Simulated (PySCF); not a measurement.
1,1-difluorobut-2-yne (C₄H₄F₂), SMILES CC#CC(F)F.

Geometry: r2SCAN-D4/def2-SVP.

Method: PySCF with TDDFT-PBE/def2-SVPD.

Vertical excitations. Isolated molecule, no solvent.

Computed excitation energies, oscillator strengths and character:
```json
[
 {"state": "S1", "energy (eV)": "6.11", "λ (nm)": "203", "f": "0.000", "main pairs": "HOMO→LUMO 87 %, HOMO−1→LUMO+1 13 %"},
 {"state": "S2", "energy (eV)": "6.33", "λ (nm)": "196", "f": "0.001", "main pairs": "HOMO→LUMO+1 51 %, HOMO−1→LUMO 49 %"},
 {"state": "S3", "energy (eV)": "6.36", "λ (nm)": "195", "f": "0.002", "main pairs": "HOMO−1→LUMO+1 87 %"},
 {"state": "S4", "energy (eV)": "6.88", "λ (nm)": "180", "f": "0.007", "main pairs": "HOMO→LUMO+2 96 %"},
 {"state": "S5", "energy (eV)": "6.94", "λ (nm)": "179", "f": "0.002", "main pairs": "HOMO−1→LUMO+2 100 %"},
 {"state": "S6", "energy (eV)": "7.53", "λ (nm)": "165", "f": "0.176", "main pairs": "HOMO→LUMO+3 73 %, HOMO−1→LUMO 11 %"},
 {"state": "S7", "energy (eV)": "7.69", "λ (nm)": "161", "f": "0.002", "main pairs": "HOMO−2→LUMO 95 %"},
 {"state": "S8", "energy (eV)": "7.73", "λ (nm)": "160", "f": "0.019", "main pairs": "HOMO−1→LUMO+3 95 %"},
 {"state": "S9", "energy (eV)": "7.86", "λ (nm)": "158", "f": "0.018", "main pairs": "HOMO−2→LUMO+1 93 %"},
 {"state": "S10", "energy (eV)": "8.41", "λ (nm)": "147", "f": "0.085", "main pairs": "HOMO−2→LUMO+2 85 %"},
 {"state": "T1", "energy (eV)": "5.07", "λ (nm)": "244", "f": "0", "main pairs": "HOMO−1→LUMO 61 %, HOMO→LUMO+1 35 %"},
 {"state": "T2", "energy (eV)": "5.48", "λ (nm)": "226", "f": "0", "main pairs": "HOMO→LUMO 64 %, HOMO−1→LUMO+1 34 %"},
 {"state": "T3", "energy (eV)": "5.49", "λ (nm)": "226", "f": "0", "main pairs": "HOMO→LUMO+1 60 %, HOMO−1→LUMO 37 %"},
 {"state": "T4", "energy (eV)": "6.15", "λ (nm)": "201", "f": "0", "main pairs": "HOMO−1→LUMO+1 65 %, HOMO→LUMO 35 %"}
]
```
Triplets are in the Tamm–Dancoff approximation, which puts them higher than full response would, so one can lie above its singlet here.
